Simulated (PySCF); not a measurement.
Computed shifts of a molecule C2H4BF2N, PBE/pcSseg-1 in PySCF, GIAO, gas phase, equivalent atoms averaged, in ppm (number of nuclei): ¹³C: 177.4 (1), 109.3 (1). ¹⁹F: -114.8 (1), -142.7 (1). ¹⁵N: 84.8 (1). ¹H: 5.51 (1), 5.17 (1), 3.34 (1), 3.18 (1). References: ¹³C against TMS (σ = 182.0 ppm); ¹⁹F against CFCl3 (σ = 133.6 ppm); ¹¹B against BF3 (σ = 83.9 ppm); ¹⁵N against NH3 (σ = 267.0 ppm); ¹H against TMS (σ = 31.49 ppm), references at their B3LYP-D3(BJ)/def2-TZVP geometries, non-relativistic. The structure is a stationary point at PBE0-D3(BJ)/def2-SVP. One conformer was computed; it need not be the lowest.

Q: Which structure fits?
A. C=C(F)B(N)F
B. C/N=C/B(F)F
C. NB(F)/C=C\F
D. CC#N.FBF

A: A, C=C(F)B(N)F
